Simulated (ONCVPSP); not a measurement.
## Logarithmic derivatives: Os (Z = 76), ONCV

| Property | Result |
| --- | --- |
| Element | Os |
| Generator | ONCVPSP 4.0.1 |
| Type | optimised norm-conserving Vanderbilt (ONCV) |
| Functional | PBE |
| Relativity | scalar-relativistic |
| Frozen core | [Xe] |
| Valence charge | 22 |
| Reference configuration | 4f14 5d6 6s1.75 6p0.25 |
| Partial waves | 6s: rc 2.70 bohr, ncon 4, nbas 8, qcut 2.3 1/bohr, 2 projectors, debl 2.3 Ha; 6p: rc 3.10 bohr, ncon 4, nbas 8, qcut 2.2 1/bohr, 2 projectors, debl 3.5 Ha; 5d: rc 1.85 bohr, ncon 5, nbas 10, qcut 9.7 1/bohr, 2 projectors, debl 0.3 Ha; 4f: rc 0.75 bohr, ncon 3, nbas 8, qcut 24.4 1/bohr, 3 projectors, debl 1.3 Ha |
| Local potential | polynomial inside 0.50 bohr (lpopt 5, dvloc0 0 Ha) |
| Core correction | none |

In the f channel the program set the typed energies aside and used -1.928, 0.250, 1.550 Ha.

The phase is arctan(r·R′/R) of the radial function R(r), unwrapped; energies in Ha, scanned from -3 to 5 Ha. A pole is an energy at which the radial function vanishes at the test radius. The pseudo phase is shifted by a multiple of π to meet the all-electron one at the reference energy, and phase errors are pseudo minus all-electron; the curves can meet again beyond the range given. Levels narrower than the energy grid can be missing from the lists of poles. Where the grid stepped over a known ghost or core level, its pole and its step of π were put in at the level’s energy. n/a: not evaluated, since a narrow level or a reset projector energy made the automatic matching unsafe.

```
channel  radius (bohr)  reference energy (Ha)  poles, all-electron  poles, pseudo  unbroken range about the reference energy with phases within 0.05 rad  phase error 1 Ha above the reference energy (rad)
      s           2.74                  -0.24           0.69, 4.88     0.68, 2.74                                                              below 2.3                                             -0.002
      p           3.14                  -0.06           0.85, 4.00     0.82, 3.96                                                                    n/a                                                n/a
      d           1.88                  -0.25                 0.81    -1.51, 0.81                                                             above -1.5                                             +0.000
      f           0.76                  -1.93                 1.03           1.03                                                        the whole range                                             -0.000
```

Note: ghosts flagged at negative energy: s at -1422.7 eV, s at -293.3 eV, p at -953.4 eV, p at -52.8 eV, d at -41.2 eV; GHOST(+) flagged for s at 74.4 eV. A true bound ghost makes a file unfit for plane-wave use.

Phases in the s channel:

| E (Ha) | all-electron | pseudo |
| --- | --- | --- |
| -2.98 | 1.378 | 1.374 |
| -2.54 | 1.351 | 1.349 |
| -2.10 | 1.315 | 1.312 |
| -1.66 | 1.254 | 1.252 |
| -1.22 | 1.132 | 1.129 |
| -0.78 | 0.752 | 0.748 |
| -0.34 | -0.709 | -0.709 |
| 0.10 | -1.353 | -1.353 |
| 0.54 | -1.533 | -1.535 |
| 0.98 | -1.638 | -1.641 |
| 1.42 | -1.747 | -1.750 |
| 1.86 | -1.958 | -1.960 |
| 2.30 | -2.948 | -2.986 |
| 2.74 | -4.253 | -4.731 |
| 3.18 | -4.502 | -7.544 |
| 3.62 | -4.596 | -7.688 |
| 4.06 | -4.649 | -7.753 |
| 4.50 | -4.686 | -7.793 |
| 4.94 | -4.717 | -7.822 |
